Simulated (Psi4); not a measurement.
H$_{3}$S (SMILES [SH3+]), charge +1, singlet, geometry from GFN2-xTB; M06-2X/STO-3G run with Psi4.

Psi4 was given this input:
```
memory 2 GB

molecule mol {
1 1
S     0.105582   -0.001908    0.046136
H    -0.318222    0.997054   -0.765660
H    -0.350826   -0.980451   -0.772822
H    -1.020267    0.013923    0.800299
}

set {
  basis sto-3g
  reference rks
  dft_spherical_points 194
}

energy('m06-2x')
print_variables()
```

The log (banner, timings and long lists left out):

```
   => Loading Basis Set <=

    Name: STO-3G
    Role: ORBITAL
    Keyword: BASIS

         ---------------------------------------------------------
                                   SCF
               by Justin Turney, Rob Parrish, Andy Simmonett
                          and Daniel G. A. Smith
                              RKS Reference
         ---------------------------------------------------------

  ==> Geometry <==

    Molecular point group: c1
    Full point group: C1

    Geometry (in Angstrom), charge = 1, multiplicity = 1:

       Center              X                  Y                   Z               Mass
    ------------   -----------------  -----------------  -----------------  -----------------
         S            0.057771879779    -0.001043951626     0.025244651019    31.972071174400
         H           -0.366032120221     0.997918048374    -0.786551348981     1.007825032230
         H           -0.398636120221    -0.979586951626    -0.793713348981     1.007825032230
         H           -1.068077120221     0.014787048374     0.779407651019     1.007825032230

  Running in c1 symmetry.

  Rotational constants: A =      4.89693  B =      4.89693  C =      4.27614 [cm^-1]
  Rotational constants: A = 146806.25067  B = 146806.22495  C = 128195.59313 [MHz]
  Nuclear repulsion =   19.545774281678323

  Charge       = 1
  Multiplicity = 1
  Electrons    = 18
  Nalpha       = 9
  Nbeta        = 9

  ==> Algorithm <==

  SCF Algorithm Type is DF.
  DIIS enabled.
  MOM disabled.
  Fractional occupation disabled.
  Guess Type is SAD.
  Energy threshold   = 1.00e-06
  Density threshold  = 1.00e-06
  Integral threshold = 1.00e-12

  ==> Primary Basis <==

  Basis Set: STO-3G
    Blend: STO-3G
    Number of shells: 8
    Number of basis functions: 12
    Number of Cartesian functions: 12
    Spherical Harmonics?: true
    Max angular momentum: 1

  ==> DFT Potential <==

   => LibXC <=

    Version 7.1.2
    S. Lehtola, C. Steigemann, M. J. T. Oliveira, and M. A. L. Marques,  SoftwareX 7, 1–5 (2018) (10.1016/j.softx.2017.11.002)

   => Composite Functional: M06-2X <=

    Hybrid M06-2X Meta-GGA XC Functional  (10.1007/s00214-007-0310-x)
    Y. Zhao and D. G. Truhlar,  Theor. Chem. Acc., 120, 215, 2008

    Deriv               =              1
    GGA                 =           TRUE
    Meta                =           TRUE

    Exchange Hybrid     =           TRUE
    MP2 Hybrid          =          FALSE

   => Exchange Functionals <=

    1.0000   XC_HYB_MGGA_X_M06_2X

   => Exact (HF) Exchange <=

    0.5400               HF

   => Correlation Functionals <=

    1.0000   XC_MGGA_C_M06_2X

   => LibXC Density Thresholds  <==

    XC_MGGA_C_M06_2X:  1.00E-12
    XC_HYB_MGGA_X_M06_2X:  1.00E-15

   => Molecular Quadrature <=

    Radial Scheme          =       TREUTLER
    Pruning Scheme         =           NONE
    Nuclear Scheme         =       TREUTLER

    Blocking Scheme        =         OCTREE
    BS radius alpha        =              1
    Pruning alpha          =              1
    Radial Points          =             75
    Spherical Points       =            194
    Total Points           =          55492
    Total Blocks           =            484
    Max Points             =            256
    Max Functions          =             12
    Weights Tolerance      =       1.00E-15

   => Loading Basis Set <=

    Name: (STO-3G AUX)
    Role: JKFIT
    Keyword: DF_BASIS_SCF

  ==> Integral Setup <==

  SCF_SUBTYPE=INCORE selected. In-core MEM_DF algorithm will be used.
  Using in-core AOs.

  ==> MemDFJK: Density-Fitted J/K Matrices <==

    J tasked:                   Yes
    K tasked:                   Yes
    wK tasked:                   No
    Algorithm:                 Core
    Schwarz Cutoff:           1E-12
    Mask sparsity (%):       0.0000
    Fitting Condition:        1E-10

   => Auxiliary Basis Set <=

  Basis Set: (STO-3G AUX)
    Blend: DEF2-UNIVERSAL-JKFIT
    Number of shells: 56
    Number of basis functions: 182
    Number of Cartesian functions: 215
    Spherical Harmonics?: true
    Max angular momentum: 4

  Minimum eigenvalue in the overlap matrix is 2.9946670659E-01.
  Reciprocal condition number of the overlap matrix is 1.5073620390E-01.
    Using symmetric orthogonalization.

  ==> Pre-Iterations <==

  SCF Guess: Superposition of Atomic Densities via on-the-fly atomic UHF (no occupation information).

   -------------------------
    Irrep   Nso     Nmo
   -------------------------
     A         12      12
   -------------------------
    Total      12      12
   -------------------------

  ==> Iterations <==

                           Total Energy        Delta E     RMS |[F,P]|

   @DF-RKS iter SAD:  -395.00427259306707   -3.95004e+02   0.00000e+00
   @DF-RKS iter   1:  -395.29923838309048   -2.94966e-01   9.64539e-03 ADIIS/DIIS
   @DF-RKS iter   2:  -395.30848257491220   -9.24419e-03   2.85921e-03 ADIIS/DIIS
   @DF-RKS iter   3:  -395.30948532568323   -1.00275e-03   6.22299e-04 ADIIS/DIIS
   @DF-RKS iter   4:  -395.30952928978400   -4.39641e-05   1.16994e-05 DIIS
   @DF-RKS iter   5:  -395.30952932137842   -3.15944e-08   1.85491e-06 DIIS
   @DF-RKS iter   6:  -395.30952932225489   -8.76469e-10   2.06822e-08 DIIS
  Energy and wave function converged.

  ==> Post-Iterations <==

   Electrons on quadrature grid:
      Ntotal   =   17.9999804117 ; deviation = -1.959e-05

    Orbital Energies [Eh]
    ---------------------

    Doubly Occupied:

       1A    -89.342790     2A     -8.492017     3A     -6.352554
       4A     -6.352549     5A     -6.345671     6A     -1.189730
       7A     -0.810213     8A     -0.810045     9A     -0.677646

    Virtual:

      10A     -0.074358    11A     -0.073896    12A      0.005284

    Final Occupation by Irrep:
              A
    DOCC [     9 ]
    NA   [     9 ]
    NB   [     9 ]

  @DF-RKS Final Energy:  -395.30952932225489

   => Energetics <=

    Nuclear Repulsion Energy =             19.5457742816783231
    One-Electron Energy =                -578.7813193224028510
    Two-Electron Energy =                 176.4204193747117131
    DFT Exchange-Correlation Energy =     -12.4944036562420315
    Empirical Dispersion Energy =           0.0000000000000000
    VV10 Nonlocal Energy =                  0.0000000000000000
    Total Energy =                       -395.3095293222548321

Computation Completed

Properties will be evaluated at   0.000000,   0.000000,   0.000000 [a0]

Properties computed using the SCF density matrix

 Multipole Moments:

 ------------------------------------------------------------------------------------
     Multipole            Electronic (a.u.)      Nuclear  (a.u.)        Total (a.u.)
 ------------------------------------------------------------------------------------

 L = 1.  Multiply by 2.5417464519 to convert [e a0] to [Debye]
 Dipole X            :          0.8207950           -1.7166183           -0.8958233
 Dipole Y            :         -0.0143495            0.0310197            0.0166702
 Dipole Z            :          0.3592059           -0.7501129           -0.3909069
 Magnitude           :                                                    0.9775406

 ------------------------------------------------------------------------------------

  Variable Map:
  ----------------------------------------------------------------------------
  "CURRENT ENERGY"              =>    -395.309529322255
  "CURRENT REFERENCE ENERGY"    =>    -395.309529322255
  "DD SOLVATION ENERGY"         =>       0.000000000000
  "DFT FUNCTIONAL TOTAL ENERGY" =>    -395.309529322255
  "DFT TOTAL ENERGY"            =>    -395.309529322255
  "DFT VV10 ENERGY"             =>       0.000000000000
  "DFT XC ENERGY"               =>     -12.494403656242
  "GRID ELECTRONS ALPHA"        =>       8.999990205825
  "GRID ELECTRONS BETA"         =>       8.999990205825
  "GRID ELECTRONS TOTAL"        =>      17.999980411651
  "NUCLEAR REPULSION ENERGY"    =>      19.545774281678
  "ONE-ELECTRON ENERGY"         =>    -578.781319322403
  "PCM POLARIZATION ENERGY"     =>       0.000000000000
  "PE ENERGY"                   =>       0.000000000000
  "SCF ITERATION ENERGY"        =>    -395.309529322255
  "SCF ITERATIONS"              =>       6.000000000000
  "SCF TOTAL ENERGY"            =>    -395.309529322255
  "TWO-ELECTRON ENERGY"         =>     176.420419374712
  "XC GRID RADIAL POINTS"       =>      75.000000000000
  "XC GRID SPHERICAL POINTS"    =>     194.000000000000
  "XC GRID TOTAL POINTS"        =>   55492.000000000000

  Array Variable Map:
  ----------------------------------------------------------------------------
  "CURRENT DIPOLE"              =>      -0.895823330250 ... -0.390906915334 1 by 3
  "SCF DIPOLE"                  =>      -0.895823330250 ... -0.390906915334 1 by 3
  "SCF TOTAL ENERGIES"          =>    -395.004272593067 ... -395.309529322255 1 by 7
```
